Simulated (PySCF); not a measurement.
Isomers of C2H5ClOSi, mass 107.980 u with the commonest isotopes. The calculation used PBE0-D3(BJ)/def2-SVP geometry optimisation, gas phase in PySCF 2.14.0. One conformer each, none proved a minimum here; rigid rotors.

Task: Order these by rotational constant B, largest first.
A. `[CH2:1]=[C:2]([Cl:3])[O:4][SiH3:5]` with C1–C2–O4–Si5 -179°
B. `[SiH3:1][O:2]/[CH:3]=[CH:4]/[Cl:5]` with Si1–O2–C3–C4 174°
C. `[CH2:1]=[CH:2][O:3][SiH2:4][Cl:5]` with C1–C2–O3–Si4 19°, C2–O3–Si4–Cl5 -72°

Result: A (2304 MHz), C (2037 MHz), B (960.6 MHz).

Task: Order these by rotational constant A, smallest first.
A. `[CH2:1]=[C:2]([Cl:3])[O:4][SiH3:5]` with C1–C2–O4–Si5 -179°
B. `[CH2:1]=[CH:2][O:3][SiH2:4][Cl:5]` with C1–C2–O3–Si4 19°, C2–O3–Si4–Cl5 -72°
C. `[SiH3:1][O:2]/[CH:3]=[CH:4]/[Cl:5]` with Si1–O2–C3–C4 174°

Result: A (4947 MHz), B (5385 MHz), C (22864 MHz).

Task: Order these by dipole moment, largest first.
A. `[SiH3:1][O:2]/[CH:3]=[CH:4]/[Cl:5]` with Si1–O2–C3–C4 174°
B. `[CH2:1]=[CH:2][O:3][SiH2:4][Cl:5]` with C1–C2–O3–Si4 19°, C2–O3–Si4–Cl5 -72°
C. `[CH2:1]=[C:2]([Cl:3])[O:4][SiH3:5]` with C1–C2–O4–Si5 -179°

Result: A (2.03 D), B (1.22 D), C (0.75 D).

```tsv
SMILES	point group	Ia (u·Å²)	Ib (u·Å²)	Ic (u·Å²)	κ	μa (D)	μb (D)	μc (D)
C=C(Cl)O[SiH3]	Cs	102.16	219.32	315.42	-0.58	0.74	0.09	0.01
C=CO[SiH2]Cl	C1	93.86	248.07	312.56	-0.78	0.70	0.64	0.76
[SiH3]O/C=C/Cl	near Cs	22.10	526.13	542.07	-1.00	1.98	0.48	0.03
```
